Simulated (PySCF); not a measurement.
Te(OH)(NMe2) (C2H7NOTe), SMILES CN(C)[Te]O. Geometry optimised at PBE0-D3(BJ)/def2-SVP. This is a generated structure with no PubChem entry under its InChIKey; it may be hypothetical. The def2 effective core potentials stand for the cores of Te; spin–orbit coupling is left out. One conformer was computed; it need not be the lowest.

Computed equilibrium geometry at PBE0-D3(BJ)/def2-SVP (PySCF confirms it by a frequency run) as bond lengths and angles (one conformer of several):
Atoms: Te1 O2 H3 N4 C5 C6 H7 H8 H9 H10 H11 H12. Bond lengths (Å): Te1–O2 2.014, Te1–N4 2.006, O2–H3 0.966, N4–C5 1.445, N4–C6 1.446, C5–H7 1.109, C5–H8 1.105, C5–H9 1.099, C6–H10 1.105, C6–H11 1.108, C6–H12 1.098. Bond angles (°): O2–Te1–N4 103.3, Te1–O2–H3 106.8, Te1–N4–C5 119.8, Te1–N4–C6 119.4, C5–N4–C6 113.8, N4–C5–H7 113.0, N4–C5–H8 109.7, N4–C5–H9 110.5, H7–C5–H8 107.3, H7–C5–H9 108.3, H8–C5–H9 108.0, N4–C6–H10 109.6, N4–C6–H11 112.9, N4–C6–H12 110.4, H10–C6–H11 107.6, H10–C6–H12 108.1, H11–C6–H12 108.0.
